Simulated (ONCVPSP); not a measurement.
## Varying the ONCV potential for manganese

Base potential:

| Item | Value |
| --- | --- |
| Element | manganese (Mn) |
| Generator | ONCVPSP 4.0.1 |
| Type | optimised norm-conserving Vanderbilt (ONCV) |
| Functional | PBE |
| Relativity | scalar-relativistic |
| Frozen core | [Ne] |
| Valence charge | 15 |
| Reference configuration | 3s2 3p6 3d4 (charge +3) |
| Partial waves | 3s: rc 1.10 bohr, ncon 4, nbas 8, qcut 13.4 1/bohr, 2 projectors, debl 3.1 Ha; 3p: rc 1.45 bohr, ncon 4, nbas 8, qcut 7.7 1/bohr, 3 projectors, debl 3.6 Ha; 3d: rc 1.55 bohr, ncon 4, nbas 9, qcut 11.6 1/bohr, 2 projectors, debl 1 Ha; f scattering state at 0.17 Ha: rc 1.50 bohr, ncon 4, nbas 7, qcut 8.5 1/bohr, 1 projector |
| Local potential | polynomial inside 0.80 bohr (lpopt 5, dvloc0 2 Ha) |
| Core correction | Teter function, fcfact 3.25, rcfact 1.3 |

In the s channel the program set the typed energies aside and used -4.477, 0.250 Ha. In the d channel the program set the typed energies aside and used -1.514, 0.250 Ha.

Cutoffs, loose and tight: the cutoffs (Ha) at which the residual kinetic energy of the hardest occupied pseudo-wave falls to 1 and 0.1 mHa per electron. They do not see the model core or the augmentation charge, which bear on the density cutoff. Test errors are all-electron minus pseudo excitation energies from the reference, over the configurations 3s2 3p6 3d5 4s2; 3s2 3p6 3d5 4s1; 3s2 3p6 3d5; 3s2 3p6 3d5.5 4s1.5. A dash means not determined; rows that change the core or the reference have their own tests.

1 further variants are left out, since the program set their typed debl aside.

| change | outcome | cutoff, loose | cutoff, tight | bound ghosts | GHOST(+) flags above zero | largest test error (meV) |
| --- | --- | --- | --- | --- | --- | --- |
| base | generated, projector energies reset by the program | 54 Ha | 64 Ha | none | none | +41 |
| d: ncon 3, nbas 8 | generated, projector energies reset by the program | 54 Ha | 64 Ha | none | none | +43 |
| core correction Teter function, fcfact 3.25, rcfact 1.78 | generated, projector energies reset by the program | 54 Ha | 64 Ha | none | none | +41 |
| f: rc 1.1, qcut 11.6, nproj 0; local potential the f channel | generated, projector energies reset by the program | 54 Ha | 64 Ha | none | none | +41 |
| core correction none | generated, projector energies reset by the program | 54 Ha | 64 Ha | none | none | +41 |
| d: qcut 11.4 | generated, projector energies reset by the program | 54 Ha | 64 Ha | none | none | +42 |

Task: What comes out with this change to the base: all radii but the core radius scaled by about 1.16 (s 1.28, p 1.68, d 1.80, f 1.74 bohr); local potential polynomial inside 0.92 bohr (lpopt 5, dvloc0 2 Ha)?

Result: outcome: generated, projector energies reset by the program; cutoff, loose: 50 Ha; cutoff, tight: 60 Ha; bound ghosts: none; GHOST(+) flags above zero: none; largest test error (meV): +67.
